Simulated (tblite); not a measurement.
C₂H₉BGeS.
SMILES with atom numbers: `[CH3:1][S:2][BH:3][CH2:4][GeH3:5]` (hydrogens: H6, H7, H8 on C1; H9 on B3; H10, H11 on C4; H12, H13, H14 on Ge5)

Computed with GFN2-xTB (tblite), gas phase: L-BFGS steps from a force-field or distance-geometry start until the largest atomic force falls under 0.01 eV/Å.

Step 43: E = -415.4866 eV
```
atom  x, y, z in Å  |  force x, y, z in eV/Å
C1      2.0543    0.5042   -0.5670   -0.071   0.099   0.052
S2      2.0266   -1.1180    0.2780   -0.169   0.111  -0.010
B3      0.3419   -1.5185    0.6237    0.157  -0.118   0.139
C4     -0.9730   -0.8705    0.0618    0.016   0.035  -0.039
Ge5    -1.6355    0.9832    0.2687   -0.009  -0.001   0.023
H6      1.1666    0.6448   -1.1759    0.038  -0.110  -0.058
H7      2.0940    1.2711    0.1994   -0.022   0.071   0.055
H8      2.9540    0.5643   -1.1714   -0.050  -0.108  -0.019
H9      0.2766   -2.5216    1.2318   -0.036   0.057   0.054
H10    -1.8309   -1.4770    0.3681    0.065  -0.063  -0.041
H11    -0.8877   -0.9843   -1.0233   -0.124   0.025  -0.159
H12    -1.9034    1.4619    1.6627    0.047  -0.127   0.008
H13    -2.9389    1.0603   -0.4779    0.040  -0.008   0.056
H14    -0.7456    1.9995   -0.3608    0.120   0.137  -0.060
```

Step 44: E = -415.4944 eV
```
atom  x, y, z in Å  |  force x, y, z in eV/Å
C1      2.0502    0.5070   -0.5623   -0.068   0.099  -0.006
S2      2.0247   -1.1031    0.2997   -0.090   0.066   0.004
B3      0.3425   -1.5173    0.6184    0.106  -0.168   0.225
C4     -0.9705   -0.8698    0.0545   -0.015   0.027  -0.046
Ge5    -1.6317    0.9839    0.2739   -0.075  -0.049   0.027
H6      1.1643    0.6268   -1.1778    0.010  -0.058  -0.029
H7      2.0882    1.2868    0.1932   -0.019   0.034  -0.014
H8      2.9451    0.5527   -1.1756   -0.025  -0.066   0.029
H9      0.2756   -2.5195    1.2325   -0.035   0.095   0.014
H10    -1.8247   -1.4834    0.3499    0.003  -0.073   0.028
H11    -0.8940   -0.9805   -1.0299   -0.066   0.057  -0.215
H12    -1.8968    1.4641    1.6705    0.054  -0.144  -0.027
H13    -2.9395    1.0623   -0.4732    0.092   0.000   0.085
H14    -0.7341    1.9895   -0.3559    0.128   0.178  -0.076
```

**Question.** Estimate the geometry and energy of step 45. (The exact step hangs on the optimiser's Hessian estimate; all steps are aligned on step 44, rigid shifts and turns removed.)

**Answer.** E = -415.5022 eV, largest force 0.258 eV/Å
```
atom  x, y, z in Å  |  force x, y, z in eV/Å
C1      2.0454    0.5109   -0.5577   -0.056   0.065  -0.067
S2      2.0222   -1.0868    0.3216    0.012   0.017   0.038
B3      0.3448   -1.5167    0.6155   -0.016  -0.132   0.221
C4     -0.9674   -0.8707    0.0428   -0.037   0.002  -0.064
Ge5    -1.6289    0.9827    0.2796   -0.058  -0.053   0.002
H6      1.1623    0.6077   -1.1798   -0.032   0.005  -0.008
H7      2.0818    1.3028    0.1868   -0.015   0.004  -0.080
H8      2.9359    0.5390   -1.1792    0.002  -0.009   0.073
H9      0.2741   -2.5125    1.2385   -0.033   0.079   0.008
H10    -1.8188   -1.4899    0.3317   -0.034  -0.077   0.071
H11    -0.9043   -0.9749   -1.0440    0.001   0.078  -0.184
H12    -1.8880    1.4620    1.6799    0.057  -0.157  -0.056
H13    -2.9397    1.0639   -0.4673    0.125   0.011   0.104
H14    -0.7200    1.9820   -0.3505    0.083   0.166  -0.058
```

The energy changes by -0.0078 eV. The first-order estimate −F·Δx gives -0.0109 eV and the mean of the old and new forces, exact on a quadratic surface, -0.0078 eV. The step makes an angle of 70° with the force vector and moves no atom by more than 0.027 Å.

What follows is the cost of the whole relaxation. Hardware: one thread, Arm Neoverse N1 (aarch64), shared host with 64 logical CPUs at a one-minute load of 60. Cost: 1.6 s wall.
